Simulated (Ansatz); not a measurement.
`[SiH3][GeH2][SH]` + `O[Si](O)(F)Cl` → `O[Si](F)(Cl)O[SiH3]` + `[SH][GeH3]`  (cleavage of the Si–Ge bond)

Isolated molecules relaxed with PBE0-D4/def2-TZVP in Ansatz; ΔE leaves out vibrations. CCSD(T)/CBS adds triple-zeta CCSD(T) − MP2 to the extrapolated MP2 energy (def2 sets, frozen cores). This one scheme is used for every species. Functionals use def2-TZVPP. B3LYP here is the variant with VWN-RPA as its local correlation; programs differ in this. For Ge outer-core shells are correlated without core-valence functions, which leaves a few kJ/mol of doubt a bond. Scalar relativity is left out up to krypton. Each species was taken in one conformer, which may not be the lowest.

```json
{"level": "PBE-D4", "ΔE (kcal/mol)": "-14.8", "difference from CCSD(T)/CBS": "5.3"}
{"level": "r2SCAN-D4", "ΔE (kcal/mol)": "-18.9", "difference from CCSD(T)/CBS": "1.2"}
{"level": "PBE0-D4", "ΔE (kcal/mol)": "-16.7", "difference from CCSD(T)/CBS": "3.4"}
{"level": "B3LYP-D4", "ΔE (kcal/mol)": "-20.5", "difference from CCSD(T)/CBS": "-0.4"}
{"level": "ωB97X-V", "ΔE (kcal/mol)": "-20.3", "difference from CCSD(T)/CBS": "-0.2"}
{"level": "B2PLYP", "ΔE (kcal/mol)": "-21.1", "difference from CCSD(T)/CBS": "-1.0"}
{"level": "PBE0", "ΔE (kcal/mol)": "-16.5", "difference from CCSD(T)/CBS": "3.6"}
{"level": "HF/def2-TZVPP", "ΔE (kcal/mol)": "-26.7", "difference from CCSD(T)/CBS": "-6.6"}
{"level": "MP2/def2-TZVPP", "ΔE (kcal/mol)": "-21.1", "difference from CCSD(T)/CBS": "-1.0"}
{"level": "CCSD/def2-TZVPP", "ΔE (kcal/mol)": "-21.2", "difference from CCSD(T)/CBS": "-1.1"}
{"level": "CCSD(T)/def2-TZVPP", "ΔE (kcal/mol)": "-20.3", "difference from CCSD(T)/CBS": "-0.2"}
{"level": "MP2/def2-QZVPP", "ΔE (kcal/mol)": "-21.3", "difference from CCSD(T)/CBS": "-1.2"}
{"level": "SCS-MP2/def2-QZVPP", "ΔE (kcal/mol)": "-22.8", "difference from CCSD(T)/CBS": "-2.7"}
{"level": "HF/CBS(def2)", "ΔE (kcal/mol)": "-27.6", "difference from CCSD(T)/CBS": "-7.5"}
{"level": "MP2/CBS(def2)", "ΔE (kcal/mol)": "-20.9", "difference from CCSD(T)/CBS": "-0.8"}
{"level": "CCSD/CBS(def2)", "ΔE (kcal/mol)": "-21.0", "difference from CCSD(T)/CBS": "-0.9"}
{"level": "CCSD(T)/CBS", "ΔE (kcal/mol)": "-20.1", "difference from CCSD(T)/CBS": "0"}
```

Largest T1 diagnostic among the species: 0.012.

In def2-TZVPP, CCSD(T) changes the Hartree–Fock value by +6.3 kcal/mol (the triples alone add +0.8 kcal/mol) and MP2 by +5.5 kcal/mol. From PBE to PBE0 (25 % exact exchange), in def2-TZVPP and without D4, ΔE moves by −1.9 kcal/mol.
